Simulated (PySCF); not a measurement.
Atomic charges by several schemes

Species: C₂H₁₄NPSi₃.
Z-matrix (Å and degrees, GFN2-xTB geometry), rows numbered from 1:
```
C 
N   1  1.4404
C   2  1.4409  1  111.70
Si  2  1.7333  1  119.60  3  -151.36
Si  4  2.3461  2  115.83  1    68.01
Si  4  2.3321  2  106.52  1  -163.43
P   6  2.2380  4  110.66  2   166.49
H   1  1.0972  2  111.91  3    61.42
H   1  1.0862  2  109.71  3  -178.13
H   1  1.0931  2  109.81  3   -58.70
H   3  1.0875  2  110.03  1   177.03
H   3  1.0935  2  109.58  1    57.71
H   3  1.0977  2  111.88  1   -61.98
H   4  1.4839  2  100.62  1   -49.02
H   5  1.4658  4  112.89  2  -143.50
H   5  1.4687  4  112.04  2    96.53
H   5  1.4684  4  113.49  2   -23.07
H   6  1.4705  4  119.83  2    46.09
H   6  1.4745  4  113.66  2   -78.49
H   7  1.3813  6   95.67  4   -42.52
H   7  1.3816  6   95.08  4    50.08
```

Density: PBE0/pcSseg-1 (PySCF); schemes: Mulliken, IAO, Hirshfeld and ESP-fitted. Isolated species at its GFN2-xTB geometry (one conformer only). GFN2-xTB frequencies show an imaginary mode (43i cm⁻¹), so this geometry is no minimum at that level.

Problem. Which atoms carry the highest charge in the Mulliken, IAO, Hirshfeld and ESP-fitted schemes?

Solution. The schemes don't all agree: Mulliken Si4 (+0.286); IAO Si4 (+0.463); Hirshfeld Si4 (+0.216); ESP-fitted Si6 (+0.398).

Problem. At which atom do the 4 schemes differ most?

Solution. At N2: from -0.773 (Mulliken) to -0.166 e (ESP-fitted), 0.607 e apart.

Problem. Do the Mulliken, IAO, Hirshfeld and ESP-fitted schemes agree on where the charge is lowest?

Solution. The schemes don't all agree: Mulliken N2 (-0.773); IAO N2 (-0.489); Hirshfeld N2 (-0.176); ESP-fitted C1 (-0.452).

Problem. What partial charge does each atom carry?

Solution. In e:

| atom | environment | Mulliken | IAO | Hirshfeld | ESP-fitted |
| --- | --- | --- | --- | --- | --- |
| C1 | N-methyl carbon | -0.072 | -0.299 | -0.070 | -0.452 |
| N2 | silicon-bound nitrogen | -0.773 | -0.489 | -0.176 | -0.166 |
| C3 | N-methyl carbon | -0.078 | -0.294 | -0.070 | -0.322 |
| Si4 | SiH silicon | +0.286 | +0.463 | +0.216 | +0.074 |
| Si5 | SiH3 silicon | +0.184 | +0.232 | +0.193 | +0.317 |
| Si6 | SiH2 silicon | +0.096 | +0.256 | +0.182 | +0.398 |
| P7 | three-coordinate phosphorus | -0.204 | -0.077 | -0.022 | -0.396 |
| H8 | methyl hydrogen | +0.099 | +0.117 | +0.031 | +0.148 |
| H9 | methyl hydrogen | +0.122 | +0.145 | +0.044 | +0.184 |
| H10 | methyl hydrogen | +0.113 | +0.138 | +0.042 | +0.158 |
| H11 | methyl hydrogen | +0.134 | +0.137 | +0.040 | +0.091 |
| H12 | methyl hydrogen | +0.114 | +0.139 | +0.042 | +0.139 |
| H13 | methyl hydrogen | +0.098 | +0.117 | +0.032 | +0.137 |
| H14 | Si–H hydrogen | -0.035 | -0.106 | -0.080 | -0.069 |
| H15 | Si–H hydrogen | -0.057 | -0.095 | -0.077 | -0.114 |
| H16 | Si–H hydrogen | -0.059 | -0.099 | -0.080 | -0.114 |
| H17 | Si–H hydrogen | -0.055 | -0.091 | -0.073 | -0.081 |
| H18 | Si–H hydrogen | -0.005 | -0.081 | -0.069 | -0.083 |
| H19 | Si–H hydrogen | -0.020 | -0.093 | -0.078 | -0.090 |
| H20 | P–H hydrogen | +0.056 | -0.009 | -0.012 | +0.122 |
| H21 | P–H hydrogen | +0.055 | -0.010 | -0.012 | +0.121 |

Mean size of the charges over all atoms: ESP-fitted 0.180 e, IAO 0.166 e, Mulliken 0.129 e, Hirshfeld 0.078 e. Each set sums to the total charge, 0, to within 0.001 e. The Mulliken scheme gives each basis function's population to the atom it is centred on and halves the overlap population of two atoms between them. The ESP scheme fits charges at the nuclei, held to the total charge, to the electrostatic potential on points at 1.4 to 2.0 times the van der Waals radii.

Problem. How closely do the schemes follow one another over all atoms?

Solution. Correlation coefficient and root-mean-square difference: IAO with Hirshfeld 0.92, 0.125 e; Mulliken with IAO 0.84, 0.117 e; IAO with ESP-fitted 0.76, 0.146 e; Mulliken with Hirshfeld 0.74, 0.147 e; Hirshfeld with ESP-fitted 0.71, 0.160 e; Mulliken with ESP-fitted 0.56, 0.196 e.

Problem. How many electrons does the ESP-fitted scheme count on P7?

Solution. Z − q = 15 − (-0.396) = 15.396.

The run behind these numbers computed NMR shieldings as well. Hardware: Arm Neoverse N1, one thread (shared host). Cost: 81 s wall, 1.1 GiB resident at most.
